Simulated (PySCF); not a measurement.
Ni(OH)2 (H2NiO2), SMILES [OH][Ni][OH] (connectivity only; charge and spin as stated), neutral, multiplicity 3.

Geometry: PBE0-D3(BJ)/def2-TZVP. The spin state was assumed, not searched. The values are those of a single conformer.

All values below come from PBE/def2-TZVPD run with PySCF.

The molecule is in vacuum.

- total energy = -1659.69146 hartree
- point group = C2v
- α spin, highest occupied and lowest empty level = -6.22 and -1.48 eV
- β spin, highest occupied and lowest empty level = -6.00 and -5.37 eV
- dipole moment = 0.528 e·Å
- quadrupole, principal values (traceless, Buckingham form, about the centre of nuclear charge) = -1.87, -1.56, 3.43 D·Å
- mean static polarisability = 90.5 bohr³ (13.42 Å³)
- polarisability, principal values = 29.1, 30.9, 211.6 bohr³
- ⟨S²⟩ = 2.003 (pure state 2.00)
